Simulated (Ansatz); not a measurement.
Basis-set extrapolation for `CSB(F)F` (PBE0-D4/def2-TZVP geometry, frozen core, Ansatz). Multiplicity 1, RHF reference.

|  | def2-TZVPP | def2-QZVPP |
| --- | --- | --- |
| HF | -660.991702 | -661.014693 |
| MP2 correlation | -0.938290 | -1.020076 |
| CCSD(T) correlation | -1.002852 | not run |

Energies in hartree. Use E(X) = E(∞) + A·exp(−7.88·√X) for Hartree–Fock and E(X) = E(∞) + B·X^(−2.97) for correlation, with X = 3 and 4, and add CCSD(T) minus MP2 of the smaller set to the MP2 limit.

Q: What is the CCSD(T) energy at the basis-set limit?

A: HF limit: -661.014693 + (-0.022991) × 0.13774 = -661.01786. MP2 limit: -1.020076 + (-0.081786) × 0.74074 = -1.08066. Higher-order term: -1.002852 − (-0.938290) = -0.06456. Total: -662.16308 hartree, 442.5 kJ/mol below CCSD(T)/def2-TZVPP.
